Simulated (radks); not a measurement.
Values are calculated unless marked as measured or tabulated.
Question: These are the eigenvalues of the occupied orbitals of an atom or ion with whole-number occupations (Ry). Code: a radial shooting solver on a logarithmic mesh with Libxc functionals. Model: scalar-relativistic Kohn-Sham, LB94 model potential, spin-polarised, spherical densities, finite nucleus; Fermi nuclear charge, rms radius of each element as measured or else 0.836 A^(1/3) + 0.57 fm.

| orbital | eigenvalue |
|---|---|
| 1s | -4411.821 |
| 2s | -987.9536 |
| 2p | -912.8825 |
| 3s | -405.6198 |

Which element is it, and in what charge state? The configuration may be excited. Open shells, if any, are filled with parallel spins first.

Answer: Z = 67, holmium, charge +55: Ho55+ in [Ne] 3s2. The list shows which subshells hold electrons but not how many an open one holds; the 1s level, -2205.9 hartree, gives Z - s = 66.4 by -(Z - s)^2/2, which with screening and relativity narrows Z to a few neighbours, and the depths of the outer levels then fix element, charge and occupations together.
